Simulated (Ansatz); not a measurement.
Start from `[CH3][Nb](=[O])([F])[Cl]` and change one element to get `[CH3][Ta](=[O])([F])[Cl]`.

Ansatz, PBE0-D4/def2-TZVP geometries, multiplicity 1. 

Elements past krypton have def2 core potentials.

```
                                      property  `[CH3][Nb](=[O])([F])[Cl]`
         HOMO–LUMO gap (B3LYP/def2-TZVPP) / eV                        5.90
             LUMO energy (PBE/def2-TZVPP) / eV                       -3.46
           HOMO energy (B3LYP/def2-TZVPP) / eV                       -8.76
             HOMO energy (PBE/def2-TZVPP) / eV                       -7.59
zero-point energy (PBE0-D4/def2-TZVP) / kJ/mol                       108.9
           LUMO energy (B3LYP/def2-TZVPP) / eV                       -2.86
```

Question: What does the change do to each property? (Best estimate.)

Answer: The calculation gave: 
```csv
property,`[CH3][Ta](=[O])([F])[Cl]`,shift
HOMO–LUMO gap (B3LYP/def2-TZVPP) / eV,6.55,0.65
LUMO energy (PBE/def2-TZVPP) / eV,-2.97,0.49
HOMO energy (B3LYP/def2-TZVPP) / eV,-8.91,-0.15
HOMO energy (PBE/def2-TZVPP) / eV,-7.75,-0.16
zero-point energy (PBE0-D4/def2-TZVP) / kJ/mol,108.7,-0.2
LUMO energy (B3LYP/def2-TZVPP) / eV,-2.37,0.49
```

With PBE0 the HOMO falls by 0.16 eV and the LUMO rises by 0.49 eV, so the gap widens by about 0.65 eV. PBE moves the HOMO by -0.16 eV and ωB97M-V by -0.17 eV.

Positive LUMOs are unbound, so they and the gaps depend on the basis.

B3LYP here is the variant with VWN-RPA as its local correlation; programs differ in this.
